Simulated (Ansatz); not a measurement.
## Molecular dynamics, step by step

GeHBrCl₂, closed shell, HF/def2-SVP (Ansatz 0.2.0). Settings (timestep in fs, temperature in K; T counts 9 degrees of freedom):

```yaml
hamiltonian: {xc: hf}
md: {n_steps: 60, timestep: 0.5, temperature: 300, ensemble: nve, seed: 271, initial_velocities: maxwell_boltzmann}
```

Start, the saddle point found with PBE0-D4 in triple zeta (not stationary at another level):

Ge1  (-0.136, 0.866, -0.938)
Br2  (0.042, -1.793, -0.634)
H3  (0.828, -0.845, 0.436)
Cl4  (-2.018, 1.153, 0.126)
Cl5  (1.283, 0.620, 1.011)
(Å)

```tsv
step	time (fs)	potential energy less the start (meV)	kinetic energy (meV)	T (K)
0	0.00	0.0	116.3	300
4	2.00	6.5	109.9	283
8	4.00	5.8	110.6	285
12	6.00	-6.8	123.1	317
16	8.00	-23.4	139.7	360
20	10.00	-47.5	164.0	423
24	12.00	-109.7	225.9	583
28	14.00	-165.0	281.0	725
32	16.00	-165.9	282.2	728
36	18.00	-179.6	296.0	763
40	20.00	-243.2	359.2	926
44	22.00	-262.3	378.3	976
48	24.00	-244.1	360.6	930
52	26.00	-265.1	381.0	982
56	28.00	-226.9	343.2	885
60	30.00	-200.3	316.8	817
```

Step 4, positions (Å) and forces (eV/Å):

```tsv
atom	x	y	z	Fx	Fy	Fz
Ge1	-0.132	0.862	-0.939	-0.130	0.681	-0.388
Br2	0.040	-1.788	-0.634	0.052	-0.437	0.076
H3	0.806	-0.838	0.402	-0.011	-0.565	0.019
Cl4	-2.015	1.147	0.129	-0.109	0.013	0.053
Cl5	1.279	0.621	1.009	0.198	0.308	0.241
```

Step 28, positions (Å) and forces (eV/Å):

```json
{"atom": "Ge1", "x": "-0.113", "y": "0.848", "z": "-0.945", "Fx": "0.270", "Fy": "1.130", "Fz": "0.423"}
{"atom": "Br2", "x": "0.027", "y": "-1.766", "z": "-0.635", "Fx": "-0.061", "Fy": "-1.489", "Fz": "-0.067"}
{"atom": "H3", "x": "0.823", "y": "-1.212", "z": "0.446", "Fx": "-0.144", "Fy": "-0.392", "Fz": "-0.123"}
{"atom": "Cl4", "x": "-2.001", "y": "1.116", "z": "0.147", "Fx": "-0.132", "Fy": "0.013", "Fz": "-0.065"}
{"atom": "Cl5", "x": "1.255", "y": "0.642", "z": "1.005", "Fx": "0.067", "Fy": "0.737", "Fz": "-0.168"}
```

Step 32, positions (Å) and forces (eV/Å):

| atom | x | y | z | Fx | Fy | Fz |
| --- | --- | --- | --- | --- | --- | --- |
| Ge1 | -0.110 | 0.848 | -0.946 | 0.321 | 1.084 | 0.544 |
| Br2 | 0.024 | -1.765 | -0.636 | 0.469 | -1.301 | 0.651 |
| H3 | 0.861 | -1.318 | 0.510 | -0.701 | -0.470 | -0.885 |
| Cl4 | -1.999 | 1.111 | 0.150 | -0.137 | 0.017 | -0.081 |
| Cl5 | 1.251 | 0.649 | 1.004 | 0.049 | 0.670 | -0.229 |

Last step (60):

| atom | x (Å) | y (Å) | z (Å) |
| --- | --- | --- | --- |
| Ge1 | -0.0792 | 0.8626 | -0.9375 |
| Br2 | 0.0049 | -1.7804 | -0.6420 |
| H3 | 0.7652 | -2.2214 | 0.5440 |
| Cl4 | -1.9888 | 1.0750 | 0.1662 |
| Cl5 | 1.2241 | 0.7138 | 0.9836 |

The run took about 29 s on 4 CPU threads of an AMD EPYC 9R45 (shared host).
